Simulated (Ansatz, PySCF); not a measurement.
Here is a job for PySCF.
```python
from pyscf import gto, scf, dft

mol = gto.Mole()
mol.atom = '''
    Cs    0.000000    0.000000    0.000000
'''
mol.basis = 'def2-tzvp'
mol.ecp = {'Cs': 'def2-tzvp'}
mol.charge = 0
mol.spin = 1
mol.verbose = 4
mol.build()

mf = dft.UKS(mol)
mf.xc = 'b3lyp'
mf.grids.atom_grid = (99, 590)
mf.grids.prune = None
mf.kernel()
```

Problem. Write the same job for Ansatz (a quantum-chemistry and plane-wave program).

Solution. Several could match; the one computed here: 
Ansatz 0.2 input:
```yaml
crystal:
  periodic: [false, false, false]
  atoms:
    - {symbol: Cs, position_ang: [0.00000000, 0.00000000, 0.00000000]}
basis:
  gaussian:
    orbitals: def2-TZVP
hamiltonian:
  xc: b3lyp
magnetization: {spin_polarized: true, initial_magnetization: 1}
accuracy: high
```

Both were run: PySCF gave -20.149583 Eh and Ansatz -20.149583 Eh, 0.000 mEh apart.
